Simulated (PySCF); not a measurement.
# AsC from Hartree–Fock to correlated methods

State: ²Σ⁺ (doublet), unpaired electrons σ ↑. Set-up: PySCF, no relativity, basis sets As def2-SVPD, C def2-SVPD. De refers to As + C in their high-spin ground configurations, without counterpoise correction. The functionals are run spin-unrestricted. A positive dipole means As(−)C(+). Levels whose curve was spin-contaminated or gave no clean fit are not listed.

```tsv
Level	Re (Å)	ωe (cm⁻¹)	De (eV)	μ (D)	CPU s a point (SCF and correlation, without the integrals)
ROHF	1.634	1217	1.02	-1.14	0.19
ROHF-MP2	1.707	961	4.31	n/a	0.37
ROHF-SCS-MP2	1.703	974	4.11	n/a	n/a
LDA	1.669	1073	5.97	-1.47	0.59
PBE	1.684	1043	5.03	-1.47	0.94
PW91	1.683	1043	5.04	-1.46	0.73
BLYP	1.692	1017	4.87	-1.52	0.69
```

Correlated steps freeze 10 core orbitals. Correlated levels converge slowly with the basis: in double zeta they bind strong bonds too weakly, by up to about 1 eV, and carry superposition errors of some tenths. Spin–orbit coupling is left out. UHF is strongly spin-contaminated for AsC, so the ROHF reference used there is far from stable. The state is the lowest determinant that a PBE0 search found; another state may lie lower at other levels.

The whole job (state search and all levels along the bond) took about 3 min on 1 thread of Arm Neoverse V1 (shared host), peak memory 0.88 GiB.
